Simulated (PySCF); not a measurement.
ZnF2, SMILES [F][Zn][F].

Geometry optimised at B3LYP-D3(BJ)/def2-TZVP. The isomer is the one that the SMILES or the coordinates give; other isomers of the formula were not compared.

Two levels are set side by side: PBE/def2-TZVPD (PySCF) and M06-2X/def2-TZVPD (PySCF). Same geometry, gas phase. Differences are taken from unrounded values.

```
quantity                     M06-2X    PBE  PBE minus M06-2X
---------------------------  ------  -----  ----------------
orbital gap (eV)              11.23   5.58             -5.65
highest occupied level (eV)  -12.73  -8.65              4.08
lowest empty level (eV)       -1.49  -3.06             -1.57
mean polarisability (bohr³)    19.3   23.6               4.3
```

Without exact exchange PBE keeps part of each electron's self-repulsion, which lifts occupied levels and narrows the gap. PBE's more diffuse valence density responds more strongly to a field. Differences between two approximate levels are no errors against the true value.

Rough cost on one machine, each run with all the roots and properties that it gave: M06-2X against PBE within a factor of 2.
